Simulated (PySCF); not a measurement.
Planning calculations on `C#C/C([SiH3])=C/C` (14 atoms, 52 electrons) with PySCF and density fitting. Hardware: Arm Neoverse V1, one thread, shared host. Times on a shared machine are rough. SCF iterations of a TDDFT job count the ground state alone. Geometry: PBE0-D3(BJ)/def2-SVP.

Compound: C₅H₈Si.
Geometry (PBE0-D3(BJ)/def2-SVP, Å), atoms numbered from 1 in this order:
```
atom  x, y, z in Å
C1     2.7344    0.4313    1.4856
C2     1.6715    0.2432    0.9269
C3     0.4402    0.0740    0.2304
Si4    0.0947    1.2765   -1.1931
C5    -0.4285   -0.9000    0.5849
C6    -1.7411   -1.1784   -0.0568
H7     3.6715    0.5835    1.9875
H8     1.2542    2.2006   -1.3392
H9    -0.1089    0.5357   -2.4766
H10   -1.1414    2.0747   -0.9234
H11   -0.1527   -1.5536    1.4227
H12   -1.7745   -2.2113   -0.4428
H13   -2.5589   -1.0968    0.6792
H14   -1.9661   -0.4973   -0.8904
```

| job | basis functions | grid | SCF iterations | other work |
| --- | --- | --- | --- | --- |
| NMR shieldings, PBE/pcSseg-1 | 149 | level 2 | 16 | 0 response iterations |
| NMR shieldings, BP86/pcSseg-1 | 149 | level 2 | 15 | 0 response iterations |
| NMR shieldings, BLYP/pcSseg-1 | 149 | level 2 | 16 | 0 response iterations |
| NMR shieldings, OPBE/pcSseg-1 | 149 | level 2 | 16 | 0 response iterations |
| NMR shieldings, KT2/pcSseg-1 | 149 | level 2 | 17 | 0 response iterations |
| geometry optimisation, PBE0-D3(BJ)/def2-SVP | 128 | level 1 | 60 | 8 gradients |
| NMR shieldings, B97-D/pcSseg-1 | 149 | level 2 | 16 | 0 response iterations |
| NMR shieldings, LDA/pcSseg-1 | 149 | level 2 | 15 | 0 response iterations |
| NMR shieldings, B3LYP/pcSseg-1 | 149 | level 2 | 14 | 5 response iterations |
| NMR shieldings, HF/pcSseg-1 | 149 | level 2 | 12 | 8 response iterations |

**Question.** Sort the jobs into tiers of rough cost, cheapest first; a new tier starts where the time jumps by half or more.

**Answer.** 
- about 7 core-seconds: NMR shieldings, HF/pcSseg-1
- about 13 to 22 core-seconds: NMR shieldings, B3LYP/pcSseg-1; NMR shieldings, LDA/pcSseg-1; NMR shieldings, BP86/pcSseg-1; NMR shieldings, B97-D/pcSseg-1; NMR shieldings, BLYP/pcSseg-1; NMR shieldings, OPBE/pcSseg-1; NMR shieldings, PBE/pcSseg-1; NMR shieldings, KT2/pcSseg-1
- about 50 core-seconds: geometry optimisation, PBE0-D3(BJ)/def2-SVP

Within a tier the order means little. The dearest job ran the most SCF iterations (60 against 12 for the cheapest). Dearest over cheapest: a factor of about 8.

**Question.** What do these jobs cost together, and what share goes to the dearest?

**Answer.** About 4 core-minutes, of which geometry optimisation, PBE0-D3(BJ)/def2-SVP takes about 25 %.

**Question.** How much memory did the process hold at its peak in each job?

**Answer.** geometry optimisation, PBE0-D3(BJ)/def2-SVP: 0.54 GiB; NMR shieldings, LDA/pcSseg-1: 0.72 GiB; NMR shieldings, BP86/pcSseg-1: 0.79 GiB; NMR shieldings, B97-D/pcSseg-1: 0.79 GiB; NMR shieldings, OPBE/pcSseg-1: 0.79 GiB; NMR shieldings, PBE/pcSseg-1: 0.79 GiB; NMR shieldings, KT2/pcSseg-1: 0.79 GiB; NMR shieldings, BLYP/pcSseg-1: 0.80 GiB; NMR shieldings, HF/pcSseg-1: 0.85 GiB; NMR shieldings, B3LYP/pcSseg-1: 0.86 GiB.
